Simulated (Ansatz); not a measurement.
System: ZnCl₂ (charge 0, triplet). The spin state was set by rule; other spins were not relaxed. SMILES of the parent species: [Zn]([Cl])[Cl]
Geometry from a B3LYP-D3(BJ)/def2-TZVP (Ansatz, a program for electronic structure) optimisation:
```
Zn
Cl 1 2.3824
Cl 1 2.3824 2 69.72
```
Charge 0, spin multiplicity 3.

Wanted: atomisation energy (electronic, to ground-state atoms), in kcal/mol. Cores are frozen in the correlated levels unless marked. UHF or UKS for open shells. No spin-orbit coupling. The frozen core is the preceding noble-gas configuration, with the filled d and f shells of earlier blocks. Non-relativistic. The coupled-cluster limit lacks core correlation, which all-electron functionals hold. CBS(X,Y): correlation extrapolated as X^-3; Hartree-Fock from the larger set. The bracket is a focal-point correction in the basis named. The program attaches cautions to a run behind MP2/def2-SVP: other roots. The program attaches cautions to a run behind SCS-MP2/6-31G*: other roots. The program attaches cautions to a run behind CCSD(T)/def2-SVP: other roots. The program attaches cautions to a run behind RI-MP2/CBS(def2-TZVPP,def2-QZVPP)+[CCSD(T)-MP2]/def2-SVP: other roots.

```tsv
level	program	atomisation energy (kcal/mol)	minus last row
revPBE-D4/def2-TZVPD	Ansatz + dftd4	73.3	8.0
PBE0-D4/def2-TZVP	Ansatz + dftd4	73.9	8.6
CAM-B3LYP-D4/def2-TZVPD	Ansatz + dftd4	65.2	-0.1
B2GP-PLYP/def2-TZVPD	Ansatz	65.2	-0.1
RPA@PBE/def2-TZVPP	Ansatz	51.8	-13.5
MP2/def2-SVP	Ansatz	62.3	-3.0
MP2/def2-SVPD	Ansatz	75.9	10.6
RI-MP2/def2-QZVPP	Ansatz	71.0	5.7
SCS-MP2/6-31G*	Ansatz	57.2	-8.1
CCSD/def2-TZVPP	Ansatz	56.5	-8.8
CCSD/def2-TZVPPD	Ansatz	57.4	-7.9
CCSD(T)/def2-SVP	Ansatz	54.5	-10.8
CCSD(T)/def2-SVPD	Ansatz	67.3	2.0
RI-MP2/CBS(def2-TZVPP,def2-QZVPP)+[CCSD(T)-MP2]/def2-SVP	Ansatz	64.7	-0.6
RI-MP2/CBS(def2-TZVPPD,def2-QZVPPD)+[CCSD(T)-MP2]/def2-TZVPPD	Ansatz	65.3	0.0
```
